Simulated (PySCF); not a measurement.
Work out the structure from these simulated measurements.

Formula: C6H14Si2.

* NMR, other nuclei: isotropic shieldings of nuclei other than C and H, by class: 365 (1 Si), 427 (1 Si) ppm [GIAO PBE0/pcSseg-1]
* 13C NMR: chemical shifts (computed TMS as zero) by class: 28.4 (1 C), 18.7 (1 C), 14.3 (1 C), 7.4 (1 C), 3.4 (1 C), -4.1 (1 C) ppm [GIAO PBE0/pcSseg-1]
* Rotational structure: rotational constants A, B, C: 2.719, 0.855, 0.709 GHz [GFN2-xTB]
* Dipole: 0.83 D [PBE0/pcSseg-1]
* 1H NMR: chemical shifts (computed TMS as zero) by class: 3.80 (1 H), 3.63 (1 H), 3.59 (1 H), 2.43 (1 H), 1.64 (1 H), 1.47 (1 H), 0.99 (1 H), 0.78 (1 H), 0.64 (1 H), 0.63 (1 H), 0.63 (1 H), 0.29 (1 H), 0.03 (1 H), -0.45 (1 H) ppm [GIAO PBE0/pcSseg-1]

Gas-phase values; electronic properties from PySCF, density fitting. Levels stand in brackets. One conformer (not necessarily the lowest) at the GFN2-xTB geometry, without solvent, vibrations or thermal averaging. NMR values are class means; diastereotopic atoms form classes of their own.

Question: Give a SMILES that accounts for the data.

Answer: Numbering: `[CH2:1]1[CH2:2][SiH2:3][Si@@H:4]([CH:5]2[CH2:6][CH2:7]2)[CH2:8]1`. Its formula, C6H14Si2, gives 2 degrees of unsaturation: 2 rings and 0 π bonds in the structure found. 6 carbons fall into 6 classes; from least to most shielded: ring CH2 carbon [C1] (28.4 ppm), ring sp3 carbon bound to silicon [C8] (18.7 ppm), ring sp3 carbon bound to silicon [C2] (14.3 ppm), three-membered-ring carbon [C7] (7.4 ppm), three-membered-ring carbon [C6] (3.4 ppm), ring sp3 carbon bound to silicon [C5] (-4.1 ppm). Hydrogen classes from least to most shielded: 1 H on an SiH2 silicon, Si3 (3.80 ppm), 1 H on an SiH2 silicon, Si3 (3.63 ppm), 1 H on an SiH silicon, Si4 (3.59 ppm), 1 H on a ring CH2 carbon, C1 (2.43 ppm), 1 H on an sp3 carbon bound to silicon, C8 (1.64 ppm), 1 H on an sp3 carbon bound to silicon, C2 (1.47 ppm), 1 H on a ring CH2 carbon, C1 (0.99 ppm), 1 H on a three-membered-ring carbon, C7 (0.78 ppm), 1 H on a three-membered-ring carbon, C6 (0.64 ppm), 1 H on an sp3 carbon bound to silicon, C8 (0.63 ppm), 1 H on an sp3 carbon bound to silicon, C2 (0.63 ppm), 1 H on a three-membered-ring carbon, C7 (0.29 ppm); 2 more classes are left out. The other shieldings belong to: 365 ppm, SiH silicon [Si4]; 427 ppm, SiH2 silicon [Si3]. The optimised geometry has point group C1 and is an asymmetric top. Structure: `C1C[SiH2][Si@@H](C2CC2)C1`. Computed isomers that give other values at the same levels: `CC#CCCC([SiH3])[SiH3]` (13C chemical shifts (computed TMS as zero) by class: 84.9 (1 C), 84.5 (1 C), 33.1 (1 C), 23.0 (1 C), 4.7 (1 C), 0.1 (1 C) ppm); `[SiH3][SiH2]C1=CCCCC1` (13C chemical shifts (computed TMS as zero) by class: 147.8 (1 C), 138.8 (1 C), 33.1 (1 C), 32.0 (1 C), 26.8 (1 C), 25.7 (1 C) ppm); `CC(C)(C)[SiH2]C#C[SiH3]` (13C chemical shifts (computed TMS as zero) by class: 119.2 (1 C), 113.6 (1 C), 29.1 (3 C), 21.9 (1 C) ppm). The assignments are read from this structure; whether some other isomer fits the data as well wasn't checked. The mirror image fits equally.
